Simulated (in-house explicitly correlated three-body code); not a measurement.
Values are calculated unless marked as measured or tabulated.
**Taking the two-electron ground state apart, Z = 2.02**

A variational code in 260 exponentially correlated functions gives, for two electrons around a point charge Z = 2.02 (non-relativistic, fixed nucleus, atomic units): E = -2.9716568, <1/r> = 1.708306 per electron, <1/r12> = 0.958242. From its density, U = 2.074246 (Hartree energy) and T_s = 2.934922 (kinetic energy of the doubly filled orbital √(n/2)). Further, <r²> = 1.16355 per electron, <r12²> = 2.45237 and <p1·p2> = 0.161638.

**Question.** Check the virial theorem, and compare with the screened hydrogenic estimate.

**Answer.** V = −2Z<1/r> + <1/r12> = -6.901556 + 0.958242 = -5.943314, and 2E = -5.943314, so T = −E = 2.971657. A product of 1s orbitals with exponent Z − 5/16 = 1.7075 gives −1.7075² = -2.91556, which is 56.1 millihartree too high.

**Question.** Find the exchange and correlation energies of density-functional theory.

**Answer.** For two electrons in one orbital E_x = −U/2 = -1.037123. The potential part of correlation is U_c = <1/r12> − U − E_x = -0.078881, the kinetic part T_c = T − T_s = 0.036735, and E_c = T_c + U_c = -0.042146 hartree. Restricted Hartree-Fock gives -2.929571, so the correlation energy of wave-function theory is -0.042085.

**Question.** What do the second moments say about angular correlation and diamagnetism?

**Answer.** From r12² = r1² + r2² − 2 r1·r2, <r1·r2> = <r²> − <r12²>/2 = -0.06264 bohr². It vanishes for a product of s orbitals, and its negative sign shows that the electrons favour opposite sides of the nucleus. The Langevin susceptibility is −0.79199e-6 × 2<r²> = -1.843e-6 cm³/mol.

**Question.** How does a model nuclear mass of 4 u change the ionisation energy, to first order in m/M (1 hartree = 27.211386 eV)?

**Answer.** m/M = 1/(4 × 1822.8885) = 1.37145e-04. With a fixed nucleus the second electron is bound by −Z²/2 − E = 0.931457 hartree = 25.3462 eV. The reduced mass scales this by 1 − m/M, a change of -3.476 meV. The mass-polarisation term raises the two-electron state by (m/M)<p1·p2> = 22.17 microhartree, a further -0.603 meV. The sum is 25.3422 eV, before relativistic and QED terms.
